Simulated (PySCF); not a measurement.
Worked example: chemical shift, span and skew from a shielding tensor

Ga(OH)(PH2)2 (GaH5OP2), SMILES [Ga]([PH2])([OH])[PH2]. Atoms are numbered in the order given.

```xyz
9

Ga     0.2256    -0.0912    -0.0710
O      1.8529    -0.5871    -0.6580
H      2.4417    -0.9759     0.0013
P     -0.3030    -0.2742     2.2095
H      0.2505    -1.5890     2.3195
H     -1.6241    -0.7468     1.9359
P     -1.0248     0.9748    -1.7280
H     -2.2505     0.3597    -1.3224
H     -0.7160    -0.0332    -2.6929
```

Coordinates come from a B3LYP-D3(BJ)/def2-SVP optimisation. The structure was generated by enumeration; whether it is a known compound was not checked. The values are those of a single conformer.

GIAO shieldings from B3LYP/pcSseg-1 in PySCF, non-relativistic, no solvent. The symmetric part of the tensor of P4 has the principal values 492.1, 553.3, 606.4 ppm. The same nucleus in PH3 has σ = 567.1 ppm at this level (PySCF, at its B3LYP-D3(BJ)/def2-TZVP geometry).

Q: Work out the isotropic shielding, the ³¹P shift against PH3, the span and the skew.

A: 
σ(iso) = (σ11 + σ22 + σ33)/3 = 550.6 ppm. δ = σ(ref) − σ(iso) = 567.1 − (550.6) = 16.5 ppm.
Span Ω = σ33 − σ11 = 114.3 ppm. Skew κ = 3(σ(iso) − σ22)/Ω = -0.07. Tumbling in solution averages the tensor to δ; in a static solid the shielding alone would spread this spin-1/2 line over Ω.
